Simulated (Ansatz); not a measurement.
The same group exchange along the group B, Al, Ga, In.

Isolated molecules relaxed with PBE0-D4/def2-TZVP in Ansatz; ΔE leaves out vibrations. CCSD(T)/CBS is the MP2 limit (def2-TZVPP, def2-QZVPP) plus CCSD(T) − MP2 in def2-TZVPP, frozen cores. This one scheme is used for every species. Functionals use def2-TZVPP. def2 core potentials past Kr. For Ga, In outer-core shells are correlated without core-valence functions, which leaves a few kJ/mol of doubt a bond. Scalar relativity is left out up to krypton.

```json
{"reaction": "`BC=C` + `CC(C)C` → `C=CC(C)(C)C` + BH₃", "CCSD(T)/CBS(def2) (kcal/mol)": "12.5"}
{"reaction": "`C=[CH][AlH2]` + `CC(C)C` → `C=CC(C)(C)C` + `[AlH3]`", "CCSD(T)/CBS(def2) (kcal/mol)": "8.0"}
{"reaction": "`C=[CH][GaH2]` + `CC(C)C` → `C=CC(C)(C)C` + `[GaH3]`", "CCSD(T)/CBS(def2) (kcal/mol)": "6.6"}
{"reaction": "`C=[CH][InH2]` + `CC(C)C` → `C=CC(C)(C)C` + `[InH3]`", "CCSD(T)/CBS(def2) (kcal/mol)": "?"}
```

Problem. Fill in the missing values. (An estimate is asked.)

Solution. Ansatz gave: `C=[CH][InH2]` + `CC(C)C` → `C=CC(C)(C)C` + `[InH3]`: +3.2 kcal/mol.

Largest T1 diagnostic: 0.014, for `[InH3]`.
